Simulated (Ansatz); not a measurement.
CH5FN2OSi, SMILES `N[SiH](F)/N=C/O`, relaxed with RKS PBE-D4/def2-SVP in Ansatz from a rough embedded geometry. The force threshold is 0.03 eV/Å; the program also tests the step.

Charge 0, multiplicity 1.

Start:

```xyz
11

N     0.479    0.267   -1.833
Si    0.388   -0.825   -0.571
F     1.811   -0.890    0.092
N    -0.677   -0.159    0.544
C    -0.201    0.581    1.433
O    -1.040    1.140    2.344
H    -0.494    0.471   -2.078
H     0.952   -0.106   -2.579
H    -0.094   -2.141   -1.088
H     0.837    0.788    1.665
H    -1.962    0.873    2.072
```

```
         step  energy (eV)  largest force (eV/Å)  largest move (Å)
            1  -16719.5326                 3.266             0.000
            2  -16720.0241                 1.417             0.120
            3  -16720.1012                 1.028             0.187
            4  -16720.1408                 0.837             0.200
            5  -16720.2135                 0.237             0.200
            6  -16720.2255                 0.097             0.064
            7  -16720.2288                 0.232             0.048
            8  -16720.2343                 0.136             0.073
 9 (rejected)  -16720.2332                 0.466             0.103
           10  -16720.2385                 0.097             0.051
11 (rejected)  -16720.2362                 0.794             0.098
           12  -16720.2428                 0.143             0.049
           13  -16720.2456                 0.348             0.049
           14  -16720.2511                 0.181             0.075
           15  -16720.2556                 0.230             0.046
16 (rejected)  -16720.2553                 0.184             0.169
           17  -16720.2574                 0.123             0.077
           18  -16720.2603                 0.054             0.048
           19  -16720.2606                 0.013             0.023
```

End:

```xyz
11

N     0.185   -0.023   -2.148
Si    0.406   -0.775   -0.620
F     1.949   -0.646   -0.031
N    -0.666   -0.001    0.511
C    -0.293    0.491    1.627
O    -1.143    1.071    2.491
H     0.053    0.989   -2.205
H     0.645   -0.390   -2.983
H     0.151   -2.241   -0.746
H     0.743    0.518    2.036
H    -2.029    1.006    2.067
```

It took 30 s on 4 threads of an Arm Neoverse V1 on a shared host, with 0.18 GiB of host memory at the peak.
